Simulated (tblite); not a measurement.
Parent: `[F:1][C@H:2]1[CH2:3][SiH2:4][S:5][CH2:6][S:7]1` with F1–C2–C3–Si4 54°, C2–C3–Si4–S5 56°, C3–Si4–S5–C6 -48°, Si4–S5–C6–S7 64°, C3H7FS2Si.

The geometries are computed with GFN2-xTB (gas phase). One conformer each, not checked by frequencies here.

| coordinate of the parent | value |
| --- | --- |
| F1–C2 | 1.373 Å |
| C2–C3 | 1.515 Å |
| C3–Si4 | 1.910 Å |
| Si4–S5 | 2.150 Å |
| S5–C6 | 1.823 Å |
| C6–S7 | 1.812 Å |
| C2–S7 | 1.834 Å |
| F1–C2–C3 | 110.0° |
| F1–C2–S7 | 109.2° |
| C3–C2–S7 | 113.4° |
| C2–C3–Si4 | 112.7° |
| C3–Si4–S5 | 107.4° |
| Si4–S5–C6 | 98.2° |
| S5–C6–S7 | 115.7° |
| C2–S7–C6 | 100.0° |

Problem. How does the shared frame change in `[F:1][CH2:2][C@@H:3]1[SiH2:4][S:5][CH2:6][S:7][C@H:8]1[F:9]` with F1–C2–C3–Si4 -64°, C2–C3–Si4–S5 -69°, C3–Si4–S5–C6 -49°, Si4–S5–C6–S7 65°, S5–C6–S7–C8 -72°, C4H8F2S2Si? Atoms pair as F1 = F9, C2 = C8, C3 = C3, Si4 = Si4, S5 = S5, C6 = C6, S7 = S7 (parent first).

Solution. 
```csv
parent,relative,value in the relative,change
F1–C2,F9–C8,1.372 Å,-0.001
C2–C3,C8–C3,1.518 Å,+0.003
C3–Si4,C3–Si4,1.921 Å,+0.011
Si4–S5,Si4–S5,2.151 Å,+0.001
S5–C6,S5–C6,1.824 Å,+0.001
C6–S7,C6–S7,1.813 Å,+0.001
C2–S7,C8–S7,1.832 Å,-0.002
F1–C2–C3,F9–C8–C3,109.3°,-0.7
F1–C2–S7,F9–C8–S7,109.1°,-0.1
C3–C2–S7,C3–C8–S7,114.4°,+1.0
C2–C3–Si4,C8–C3–Si4,112.6°,-0.1
C3–Si4–S5,C3–Si4–S5,106.8°,-0.6
Si4–S5–C6,Si4–S5–C6,98.7°,+0.5
S5–C6–S7,S5–C6–S7,115.5°,-0.2
C2–S7–C6,C8–S7–C6,100.1°,+0.1
```

Of the parent's bonds, C3–Si4 changes most (+0.011 Å). Bonds of the relative outside the shared frame: F1–C2 1.371, C2–C3 1.523 Å. Point group C1 → C1.

Problem. How does the shared frame change in `[CH2:1]=[CH:2][CH2:3][C@@H:4]1[SiH2:5][S:6][CH2:7][S:8][C@@H:9]1[F:10]` with C1–C2–C3–C4 -117°, C2–C3–C4–Si5 -171°, C3–C4–Si5–S6 -179°, C4–Si5–S6–C7 48°, Si5–S6–C7–S8 -63°, S6–C7–S8–C9 72°, C6H11FS2Si? Atoms pair as F1 = F10, C2 = C9, C3 = C4, Si4 = Si5, S5 = S6, C6 = C7, S7 = S8 (parent first).

Solution. 
| parent | relative | value in the relative | change |
| --- | --- | --- | --- |
| F1–C2 | F10–C9 | 1.374 Å | +0.001 |
| C2–C3 | C9–C4 | 1.520 Å | +0.005 |
| C3–Si4 | C4–Si5 | 1.911 Å | +0.001 |
| Si4–S5 | Si5–S6 | 2.148 Å | -0.002 |
| S5–C6 | S6–C7 | 1.823 Å | 0.000 |
| C6–S7 | C7–S8 | 1.812 Å | 0.000 |
| C2–S7 | C9–S8 | 1.831 Å | -0.003 |
| F1–C2–C3 | F10–C9–C4 | 110.1° | +0.1 |
| F1–C2–S7 | F10–C9–S8 | 109.1° | -0.1 |
| C3–C2–S7 | C4–C9–S8 | 113.4° | 0.0 |
| C2–C3–Si4 | C9–C4–Si5 | 111.1° | -1.6 |
| C3–Si4–S5 | C4–Si5–S6 | 107.7° | +0.3 |
| Si4–S5–C6 | Si5–S6–C7 | 98.5° | +0.3 |
| S5–C6–S7 | S6–C7–S8 | 115.8° | +0.1 |
| C2–S7–C6 | C9–S8–C7 | 99.9° | -0.1 |

Of the parent's bonds, C2–C3 changes most (+0.005 Å). Bonds of the relative outside the shared frame: C1=C2 1.320, C2–C3 1.496, C3–C4 1.537 Å. Point group C1 → C1.

Problem. How does the shared frame change in `[F:1][C@@H:2]1[SiH2:3][S:4][CH2:5][S:6][C@H:7]1[F:8]` with F1–C2–Si3–S4 -77°, C2–Si3–S4–C5 -42°, Si3–S4–C5–S6 64°, S4–C5–S6–C7 -75°, C3H6F2S2Si? Atoms pair as F1 = F8, C2 = C7, C3 = C2, Si4 = Si3, S5 = S4, C6 = C5, S7 = S6 (parent first).

Solution. 
| parent | relative | value in the relative | change |
| --- | --- | --- | --- |
| F1–C2 | F8–C7 | 1.371 Å | -0.002 |
| C2–C3 | C7–C2 | 1.524 Å | +0.009 |
| C3–Si4 | C2–Si3 | 1.929 Å | +0.019 |
| Si4–S5 | Si3–S4 | 2.139 Å | -0.011 |
| S5–C6 | S4–C5 | 1.829 Å | +0.006 |
| C6–S7 | C5–S6 | 1.810 Å | -0.002 |
| C2–S7 | C7–S6 | 1.828 Å | -0.006 |
| F1–C2–C3 | F8–C7–C2 | 107.7° | -2.3 |
| F1–C2–S7 | F8–C7–S6 | 109.8° | +0.6 |
| C3–C2–S7 | C2–C7–S6 | 115.1° | +1.7 |
| C2–C3–Si4 | C7–C2–Si3 | 115.5° | +2.8 |
| C3–Si4–S5 | C2–Si3–S4 | 109.6° | +2.2 |
| Si4–S5–C6 | Si3–S4–C5 | 99.0° | +0.8 |
| S5–C6–S7 | S4–C5–S6 | 115.4° | -0.3 |
| C2–S7–C6 | C7–S6–C5 | 100.2° | +0.2 |

Of the parent's bonds, C3–Si4 changes most (+0.019 Å). Bonds of the relative outside the shared frame: F1–C2 1.378 Å. Point group C1 → C1.

Problem. How does the shared frame change in `[F:1][CH:2]([F:3])[C@@H:4]1[SiH2:5][S:6][CH2:7][S:8][C@@H:9]1[F:10]` with F1–C2–C4–Si5 -169°, C2–C4–Si5–S6 -176°, C4–Si5–S6–C7 47°, Si5–S6–C7–S8 -63°, S6–C7–S8–C9 72°, C4H7F3S2Si? Atoms pair as F1 = F10, C2 = C9, C3 = C4, Si4 = Si5, S5 = S6, C6 = C7, S7 = S8 (parent first).

Solution. 
```tsv
parent	relative	value in the relative	change
F1–C2	F10–C9	1.375 Å	+0.002
C2–C3	C9–C4	1.519 Å	+0.004
C3–Si4	C4–Si5	1.918 Å	+0.008
Si4–S5	Si5–S6	2.144 Å	-0.006
S5–C6	S6–C7	1.827 Å	+0.004
C6–S7	C7–S8	1.812 Å	0.000
C2–S7	C9–S8	1.828 Å	-0.006
F1–C2–C3	F10–C9–C4	109.3°	-0.7
F1–C2–S7	F10–C9–S8	109.6°	+0.4
C3–C2–S7	C4–C9–S8	113.2°	-0.2
C2–C3–Si4	C9–C4–Si5	113.0°	+0.3
C3–Si4–S5	C4–Si5–S6	106.8°	-0.6
Si4–S5–C6	Si5–S6–C7	99.5°	+1.3
S5–C6–S7	S6–C7–S8	115.7°	0.0
C2–S7–C6	C9–S8–C7	99.9°	-0.1
```

Of the parent's bonds, C3–Si4 changes most (+0.008 Å). Bonds of the relative outside the shared frame: F1–C2 1.356, C2–F3 1.356, C2–C4 1.515 Å. Point group C1 → C1.
